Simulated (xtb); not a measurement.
trans-dichloroethylene (C$_{2}$H$_{2}$Cl$_{2}$), singlet, geometry from GFN2-xTB; GFN0-xTB in xtb 6.7.1.

The xtb input:
```
$ xtb mol.xyz --gfn 0 --etemp 10000 --json

# file mol.xyz
6

Cl     2.10328556     0.36099099     0.01830268
C      0.55226406    -0.36482497    -0.00124048
C     -0.55226406     0.36482497     0.00124048
Cl    -2.10328556    -0.36099099    -0.01830268
H      0.55829032    -1.44326218    -0.01538865
H     -0.55829032     1.44326218     0.01538865
```

What does xtb print? Leave out banner, timings and long lists.


```
   ID    Z sym.   atoms
    1   17 Cl     1, 4
    2    6 C      2, 3
    3    1 H      5, 6

           -------------------------------------------------
          |                Calculation Setup                |
           -------------------------------------------------

           -------------------------------------------------
          |                 G F N 0 - x T B                 |
           -------------------------------------------------

          ...................................................
          :                      SETUP                      :
          :.................................................:
          :  # basis functions                  32          :
          :  # atomic orbitals                  30          :
          :  # shells                           14          :
          :  # electrons                        24          :
          :  electronic temp.        10000.0000000     K    :
          :  accuracy                    1.0000000          :
          :  -> integral cutoff          0.2500000E+02      :
          :  -> integral neglect         0.1000000E-07      :
          ...................................................

         :::::::::::::::::::::::::::::::::::::::::::::::::::::
         ::                     SUMMARY                     ::
         :::::::::::::::::::::::::::::::::::::::::::::::::::::
         :: total energy             -13.889182883327 Eh    ::
         :: gradient norm              0.033179754682 Eh/a0 ::
         :: HOMO-LUMO gap              4.098987429439 eV    ::
         ::.................................................::
         :: H0 energy                -13.973805526898 Eh    ::
         :: repulsion energy           0.104823742373 Eh    ::
         :: electrostat energy        -0.018702900023 Eh    ::
         :: -> Gsolv                   0.000000000000 Eh    ::
         ::    -> Gsasa                0.000000000000 Eh    ::
         ::    -> Gshift               0.000000000000 Eh    ::
         :: dispersion energy         -0.001498198780 Eh    ::
         :: short-range corr.          0.000000000000 Eh    ::
         :: add. restraining           0.000000000000 Eh    ::
         :: total charge              -0.000000000000 e     ::
         :::::::::::::::::::::::::::::::::::::::::::::::::::::

           -------------------------------------------------
          |                Property Printout                |
           -------------------------------------------------

    * Orbital Energies and Occupations

         #    Occupation            Energy/Eh            Energy/eV
      -------------------------------------------------------------
         1        2.0000           -0.9721323             -26.4531
         2        2.0000           -0.9709731             -26.4215
         3        1.9999           -0.6315944             -17.1866
         4        1.9996           -0.5965032             -16.2317
         5        1.9981           -0.5437300             -14.7956
         6        1.9971           -0.5309041             -14.4466
         7        1.9904           -0.4931156             -13.4184
         8        1.9897           -0.4908897             -13.3578
         9        1.9749           -0.4623698             -12.5817
        10        1.9574           -0.4453747             -12.1193
        11        1.9451           -0.4371190             -11.8946
        12        1.8437           -0.4022662             -10.9462 (HOMO)
        13        0.1840           -0.2516312              -6.8472 (LUMO)
        14        0.0865           -0.2260838              -6.1521
        15        0.0253           -0.1861493              -5.0654
        16        0.0035           -0.1234196              -3.3584
        17        0.0011           -0.0855791              -2.3287
        18        0.0006           -0.0660260              -1.7967
        19        0.0006           -0.0646669              -1.7597
        20        0.0006           -0.0646652              -1.7596
        21        0.0005           -0.0635930              -1.7305
        22        0.0005           -0.0614480              -1.6721
        23        0.0004           -0.0575414              -1.5658
       ...           ...                  ...                  ...
        30                          0.5462372              14.8639
      -------------------------------------------------------------
                  HL-Gap            0.1506350 Eh            4.0990 eV
             Fermi-level            0.0000000 Eh            0.0000 eV

     #   Z          covCN         q      C6AA      α(0)
     1  17 Cl       0.947    -0.150   101.852    15.427
     2   6 C        2.854     0.001    29.520     8.877
     3   6 C        2.854     0.001    29.520     8.877
     4  17 Cl       0.947    -0.150   101.852    15.427
     5   1 H        0.926     0.149     1.399     1.849
     6   1 H        0.926     0.149     1.399     1.849

 Mol. C6AA /au·bohr⁶  :       1116.111313
 Mol. C8AA /au·bohr⁸  :      38808.575193
 Mol. α(0) /au        :         52.307402

Wiberg/Mayer (AO) data.
largest (>0.10) Wiberg bond orders for each atom

 ---------------------------------------------------------------------------
     #   Z sym  total        # sym  WBO       # sym  WBO       # sym  WBO
 ---------------------------------------------------------------------------
     1  17 Cl   1.125 --     2 C    1.012
     2   6 C    3.672 --     3 C    1.643     1 Cl   1.012     5 H    0.957
     3   6 C    3.672 --     2 C    1.643     4 Cl   1.012     6 H    0.957
     4  17 Cl   1.125 --     3 C    1.012
     5   1 H    0.985 --     2 C    0.957
     6   1 H    0.985 --     3 C    0.957
 ---------------------------------------------------------------------------

Topologies differ in total number of bonds
Writing topology from bond orders to xtbtopo.mol

 dipole moment from electron density (au)
     X       Y       Z
  -0.0000   0.0000   0.0000  total (Debye):    0.000

           -------------------------------------------------
          | TOTAL ENERGY              -13.889182883327 Eh   |
          | GRADIENT NORM               0.033179754682 Eh/α |
          | HOMO-LUMO GAP               4.098987429439 eV   |
           -------------------------------------------------

normal termination of xtb
```
